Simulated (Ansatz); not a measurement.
```xyz
17

C     1.739   -2.155    0.801
O     0.938   -1.247    0.108
W    -0.314    0.080    0.314
O     1.007    0.938    1.378
O    -1.575    1.345    0.955
F    -1.602   -0.793   -0.770
Cl   -1.178   -1.263    2.087
O    -0.005    1.101   -1.195
C    -0.736    1.487   -2.327
H     2.469   -1.603    1.400
H     1.110   -2.759    1.460
H     2.253   -2.794    0.081
H     0.781    1.752    1.835
H    -2.118    1.144    1.721
H    -0.038    1.738   -3.127
H    -1.390    0.668   -2.639
H    -1.343    2.363   -2.082
```

Charge 0, multiplicity 1. W: def2 effective core potential.

Task: List the CAM-B3LYP/def2-TZVPP orbital energies in eV (Ansatz). (Estimate.)

Result: Ansatz gave: Occupied: -2763.37, -672.72, -523.73, -523.62, -522.96, -522.94, -280.54, -280.52, -258.16, -197.18, -197.09, -197.08, -87.19, -50.13, -50.06, -50.01, -33.18, -30.63, -30.34, -29.36, -29.22, -23.49, -21.29, -21.18, -16.98, -16.67, -15.97, -15.53, -15.39, -15.26, -15.05, -14.63, -14.07, -13.65, -13.22, -12.75, -12.37, -12.20, -11.56, -11.04, -10.89, -10.69, -10.52, -10.31, -9.76, -9.73. Lowest empty: -1.55, -1.41, -1.15, 1.34, 1.87, 2.48, 2.55, 2.72.
